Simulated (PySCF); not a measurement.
**Excitation energy of O⁺ by level of theory**

O⁺ [He] 2s2 2p3 (4S) → O⁺ [He] 2s1 2p4 (4P), as a difference of total energies. Computed with PySCF 2.14 in x2c-TZVPPall, with the spin-free X2C one-electron Hamiltonian (Gaussian nucleus). Correlated levels: valence and next inner shell: nothing frozen. The calculations carry no spin-orbit coupling.

```tsv
method	excitation energy (eV)	error (eV)
UHF	14.965	+0.095
MP2 (valence and next inner shell)	14.986	+0.116
SCS-MP2 (valence and next inner shell)	15.000	+0.130
CCSD (valence and next inner shell)	14.933	+0.063
CCSD(T) (valence and next inner shell)	14.926	+0.056
```

Reference: 14.870 eV (measured; NIST levels, between the centres of gravity of the two terms).

Errors of the correlated levels include the incompleteness of this basis.
